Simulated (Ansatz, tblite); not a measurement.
Removing and adding an electron: Al₁₀As₁₀H₃₀, a nanocrystal cut from zinc blende AlAs (hydrogen-capped). The state is a singlet with charge 0. Geometry: r2SCAN-D4/def2-SVP. Ansatz, gas phase; energy differences of separate SCF runs; the oxidised species was run as a doublet alone; the reduced species was run as a doublet alone.

```xyz
50

Al    1.6997    2.1629    1.5420
Al    4.3146   -0.0651   -1.5766
Al    0.8393   -1.5446    2.6164
Al    2.4719   -3.4492   -0.7122
Al    1.3107    3.3029   -2.4552
Al   -2.0899    1.0857    2.0882
Al   -2.5877    3.2273   -1.9912
Al   -0.0788   -0.3214   -1.1784
Al   -1.9755   -4.1389    0.0067
Al   -4.0970   -0.9715   -0.9521
As    3.8310    1.5274    0.3661
As    1.0533    3.9897   -0.0242
As    0.0844    0.3291    1.1994
As    2.1113   -1.2453   -1.8177
As    2.9193   -2.4443    1.5753
As   -0.6103   -3.5319    2.0835
As   -0.6211    1.7281   -2.4305
As   -3.0118    2.7999    0.4945
As   -3.7541   -0.6898    1.5501
As   -1.8634   -2.0112   -1.3265
H     1.9459    2.5772    3.0545
H     4.7405    0.7812   -2.8483
H     5.2857   -1.1294   -0.8831
H     0.9051   -1.2350    4.1717
H     3.7223   -4.2401   -1.2859
H     1.0874   -4.1678   -0.3547
H     2.7110    2.5411   -2.3089
H     1.0984    4.5234   -3.4496
H    -2.0676    1.5992    3.5902
H    -1.9805    4.7058   -1.9544
H    -3.8910    2.8608   -2.8170
H    -1.3184   -5.3944   -0.7080
H    -3.4588   -4.1724    0.6056
H    -4.1122    0.5791   -1.3456
H    -5.3001   -1.9529   -1.2869
H     4.4682    2.8599    0.0505
H     4.7618    1.1542    1.5002
H     1.9408    5.1573    0.3368
H    -0.2706    4.6047    0.3555
H     1.9619   -1.5668   -3.2876
H     4.0546   -1.4554    1.6518
H     3.4513   -3.4573    2.5605
H     0.2665   -4.7122    2.4274
H    -1.5226   -3.6345    3.2869
H    -0.7616    1.2657   -3.8635
H    -2.8053    4.1081    1.2288
H    -4.5051    2.7158    0.7056
H    -5.0196   -0.2755    2.2635
H    -3.4754   -1.9529    2.3269
H    -1.8584   -2.4267   -2.7804
```

The xTB rows come from tblite. Correlated methods freeze 140 core orbitals; core or outer-core shells of As are correlated, in sets that lack core-valence functions. Single mean-field runs in def2-SVP are fitted with def2-universal-jkfit.

```csv
level,−HOMO (eV),vertical IE (eV),−LUMO (eV),vertical EA (eV),HOMO–LUMO gap (eV),IE − EA (eV),remarks
GFN2-xTB,9.66,11.11,6.92,5.51,2.74,5.60,–
PBE-D4/def2-SVP,6.23,–,2.36,1.09,3.87,–,HOMO above zero (-1 doublet)
PBE0-D4/def2-SVP,7.26,8.33,1.68,0.82,5.57,7.51,HOMO above zero (-1 doublet)
```

Problem. Estimate the rows for GFN1-xTB, PBE-QIDH/def2-SVP.

Solution. 
| level | −HOMO (eV) | vertical IE (eV) | −LUMO (eV) | vertical EA (eV) | HOMO–LUMO gap (eV) | IE − EA (eV) |
| --- | --- | --- | --- | --- | --- | --- |
| GFN1-xTB | 10.38 | 11.77 | 6.78 | 5.37 | 3.60 | 6.40 |
| PBE-QIDH/def2-SVP | – | 8.86 | – | 0.53 | – | 8.33 |

Run but left out: PBE-D4/def2-SVP (charge +1 doublet: an occupied level 0.04 eV above an empty one).   A HOMO above zero means that the electron is unbound at that level or that self-interaction error raises the level; the energy of removing that electron tells which. Raw xTB energy differences between charge states are shifted by several eV; the methods need an empirical correction for them. Sets without diffuse functions give affinities that are too small.
